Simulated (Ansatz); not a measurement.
Consider the cleavage of the Si–Ga bond: `[SiH3][GaH2]` + `CSCS` → `CSCS[SiH3]` + `[GaH3]`.

Program: Ansatz. Geometries: PBE0-D4/def2-TZVP. ΔE: electronic, gas phase. CBS: MP2 limit from def2 TZ/QZ plus the TZ coupled-cluster correction, frozen cores. Functionals use def2-TZVPP. B3LYP here is the variant with VWN-RPA as its local correlation; programs differ in this. HSE06 is defined as in plane-wave codes. For Ga outer-core shells are correlated without core-valence functions, which leaves a few kJ/mol of doubt a bond. Scalar relativity is left out up to krypton. One conformer a species, not always the lowest.

```json
{"level": "LDA (SPW92)", "ΔE (kJ/mol)": "-34.4", "difference from CCSD(T)/CBS": "4.8"}
{"level": "PBE-D4", "ΔE (kJ/mol)": "-33.1", "difference from CCSD(T)/CBS": "6.1"}
{"level": "revPBE-D4", "ΔE (kJ/mol)": "-38.4", "difference from CCSD(T)/CBS": "0.8"}
{"level": "BLYP-D4", "ΔE (kJ/mol)": "-37.3", "difference from CCSD(T)/CBS": "1.9"}
{"level": "r2SCAN-D4", "ΔE (kJ/mol)": "-39.2", "difference from CCSD(T)/CBS": "0.0"}
{"level": "B97M-V", "ΔE (kJ/mol)": "-43.5", "difference from CCSD(T)/CBS": "-4.3"}
{"level": "B3LYP-D4", "ΔE (kJ/mol)": "-38.5", "difference from CCSD(T)/CBS": "0.7"}
{"level": "r2SCANh-D4", "ΔE (kJ/mol)": "-39.6", "difference from CCSD(T)/CBS": "-0.4"}
{"level": "r2SCAN0-D4", "ΔE (kJ/mol)": "-40.2", "difference from CCSD(T)/CBS": "-1.0"}
{"level": "CAM-B3LYP-D4", "ΔE (kJ/mol)": "-39.0", "difference from CCSD(T)/CBS": "0.2"}
{"level": "ωB97X-V", "ΔE (kJ/mol)": "-40.2", "difference from CCSD(T)/CBS": "-1.0"}
{"level": "ωB97M-V", "ΔE (kJ/mol)": "-43.4", "difference from CCSD(T)/CBS": "-4.2"}
{"level": "B2PLYP", "ΔE (kJ/mol)": "-35.8", "difference from CCSD(T)/CBS": "3.4"}
{"level": "PBE-QIDH", "ΔE (kJ/mol)": "-40.1", "difference from CCSD(T)/CBS": "-0.9"}
{"level": "PBE", "ΔE (kJ/mol)": "-26.1", "difference from CCSD(T)/CBS": "13.1"}
{"level": "revPBE", "ΔE (kJ/mol)": "-22.0", "difference from CCSD(T)/CBS": "17.2"}
{"level": "BLYP", "ΔE (kJ/mol)": "-22.8", "difference from CCSD(T)/CBS": "16.4"}
{"level": "r2SCAN", "ΔE (kJ/mol)": "-37.3", "difference from CCSD(T)/CBS": "1.9"}
{"level": "B3LYP", "ΔE (kJ/mol)": "-27.4", "difference from CCSD(T)/CBS": "11.8"}
{"level": "r2SCANh", "ΔE (kJ/mol)": "-37.5", "difference from CCSD(T)/CBS": "1.7"}
{"level": "r2SCAN0", "ΔE (kJ/mol)": "-37.9", "difference from CCSD(T)/CBS": "1.3"}
{"level": "HSE06", "ΔE (kJ/mol)": "-29.9", "difference from CCSD(T)/CBS": "9.3"}
{"level": "BHLYP", "ΔE (kJ/mol)": "-33.1", "difference from CCSD(T)/CBS": "6.1"}
{"level": "CAM-B3LYP", "ΔE (kJ/mol)": "-32.6", "difference from CCSD(T)/CBS": "6.6"}
{"level": "LC-ωPBE", "ΔE (kJ/mol)": "-35.5", "difference from CCSD(T)/CBS": "3.7"}
{"level": "RPA@PBE/def2-TZVPP", "ΔE (kJ/mol)": "-34.8", "difference from CCSD(T)/CBS": "4.4"}
{"level": "HF/def2-SVP", "ΔE (kJ/mol)": "-35.5", "difference from CCSD(T)/CBS": "3.7"}
{"level": "MP2/def2-SVP", "ΔE (kJ/mol)": "-43.8", "difference from CCSD(T)/CBS": "-4.6"}
{"level": "CCSD/def2-SVP", "ΔE (kJ/mol)": "-33.4", "difference from CCSD(T)/CBS": "5.8"}
{"level": "HF/def2-TZVPP", "ΔE (kJ/mol)": "-35.6", "difference from CCSD(T)/CBS": "3.6"}
{"level": "MP2/def2-TZVPP", "ΔE (kJ/mol)": "-48.1", "difference from CCSD(T)/CBS": "-8.9"}
{"level": "SCS-MP2/def2-TZVPP", "ΔE (kJ/mol)": "-44.3", "difference from CCSD(T)/CBS": "-5.1"}
{"level": "CCSD/def2-TZVPP", "ΔE (kJ/mol)": "-34.8", "difference from CCSD(T)/CBS": "4.4"}
{"level": "CCSD(T)/def2-TZVPP", "ΔE (kJ/mol)": "-37.2", "difference from CCSD(T)/CBS": "2.0"}
{"level": "HF/def2-QZVPP", "ΔE (kJ/mol)": "-36.2", "difference from CCSD(T)/CBS": "3.0"}
{"level": "MP2/def2-QZVPP", "ΔE (kJ/mol)": "-49.5", "difference from CCSD(T)/CBS": "-10.3"}
{"level": "SCS-MP2/def2-QZVPP", "ΔE (kJ/mol)": "-46.0", "difference from CCSD(T)/CBS": "-6.8"}
{"level": "HF/CBS(def2)", "ΔE (kJ/mol)": "-36.3", "difference from CCSD(T)/CBS": "2.9"}
{"level": "MP2/CBS(def2)", "ΔE (kJ/mol)": "-50.1", "difference from CCSD(T)/CBS": "-10.9"}
{"level": "CCSD/CBS(def2)", "ΔE (kJ/mol)": "-36.8", "difference from CCSD(T)/CBS": "2.4"}
{"level": "CCSD(T)/CBS", "ΔE (kJ/mol)": "-39.2", "difference from CCSD(T)/CBS": "0"}
```

Largest T1 diagnostic among the species: 0.013.

From PBE to PBE0 (25 % exact exchange), in def2-TZVPP and without D4, ΔE moves by −3.8 kJ/mol. At CCSD(T), def2-SVP lies +4.2 kJ/mol from the extrapolated value and def2-TZVPP +2.0 kJ/mol.
